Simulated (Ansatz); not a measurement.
```yaml
crystal:
  periodic: [false, false, false]
  atoms:
    - {symbol: In, position_ang: [0.732544, 0.838294, 0.249312]}
    - {symbol: H, position_ang: [2.067323, 0.912473, 0.012974]}
    - {symbol: H, position_ang: [-0.372138, 2.620780, -0.209781]}
    - {symbol: C, position_ang: [-0.545054, -0.767607, 0.123334]}
    - {symbol: H, position_ang: [-0.652417, -1.153480, -1.061101]}
    - {symbol: H, position_ang: [-1.506463, -0.836489, 0.401778]}
    - {symbol: H, position_ang: [0.115067, -1.672216, 0.586337]}
basis:
  gaussian: {orbitals: STO-3G}
hamiltonian: {xc: {name: PBE0}, dispersion: d3bj}
accuracy: high
scf: {lower_state_search: light}
output: {forces: true}
```

```sh
$ ansatz run in.yaml --threads 4 --pin off --events-out ev --progress --plain --max-ram 3916MiB
```

It prints (some lines left out):

```
Functional definition: PBE0
704 factors; integrals over basis functions are off by at most 4.2e-9 eV
mean field evaluation 1: about -155785.6851 eV, gradient 1.9e1 eV
mean field evaluation 2: about -155786.2733 eV, gradient 1.4e1 eV
mean field evaluation 4: about -155787.2194 eV, gradient 4.4e-1 eV
mean field evaluation 8: about -155787.1595 eV, gradient 3.6e-3 eV
mean field evaluation 16: about -155787.1595 eV, gradient 5.4e-8 eV
mean field -155787.15952394 eV, -5725.0725161754 hartree, gradient 5.2e-8 eV, S^2 0.000000; 0 other end points of the search recorded, 0 dependent functions left out
reference -155787.15952559 eV, -5725.0725162362 hartree; 30, 30 occupied and 7, 7 virtual orbitals, 704 factors
Total energy: -155787.24553086 eV, -5725.0756768713 hartree
Atom 0 at     0.732544     0.838294     0.249312 Å, force    -5.713802     2.676857    -1.751014 eV/Å
Atom 1 at     2.067323     0.912473     0.012974 Å, force     3.050707     0.135536     0.068716 eV/Å
Atom 2 at    -0.372138     2.620780    -0.209781 Å, force     1.848900    -2.918651     1.068236 eV/Å
Atom 3 at    -0.545054    -0.767607     0.123334 Å, force     7.032527    -3.631862    -4.106004 eV/Å
Atom 4 at    -0.652417    -1.153480    -1.061101 Å, force     0.822553     1.622496     3.603000 eV/Å
Atom 5 at    -1.506463    -0.836489     0.401778 Å, force    -4.438644    -0.040124     2.198609 eV/Å
Atom 6 at     0.115067    -1.672216     0.586337 Å, force    -2.602241     2.155748    -1.081543 eV/Å
Dipole moment:     0.148957    -0.168863     0.208642 e Å
```

It took 0.9 s on 4 threads of Arm Neoverse V2 on a shared host.
